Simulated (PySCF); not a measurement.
How methods differ on the ionisation energy of Mn

Mn [Ar] 3d5 4s2 (6S) → Mn⁺ [Ar] 3d5 4s1 (7S), as a difference of total energies. All numbers are calculated (PySCF 2.14, the non-relativistic Hamiltonian (point nucleus), in aug-cc-pVDZ). Correlated levels: valence: [Ar] frozen. The calculations carry no spin-orbit coupling.

```json
{"method": "UHF", "ionisation energy (eV)": "5.980"}
{"method": "M06-2X", "ionisation energy (eV)": "8.030"}
{"method": "M06-L", "ionisation energy (eV)": "7.539"}
{"method": "MP2 (valence)", "ionisation energy (eV)": "6.913"}
{"method": "SCS-MP2 (valence)", "ionisation energy (eV)": "7.109"}
```

Question: How much does correlation contribute at MP2 (valence)?

Answer: 6.913 − (5.980) = 0.933 eV, measured against UHF.

These non-relativistic numbers lack the scalar-relativistic shift.

Errors of the correlated levels include the incompleteness of this basis and the frozen core.

MP2 underrates the near-degeneracy of ns² with np² in the lower species.

For comparison: 7.434 eV (measured; NIST Atomic Spectra Database, ionization energies).
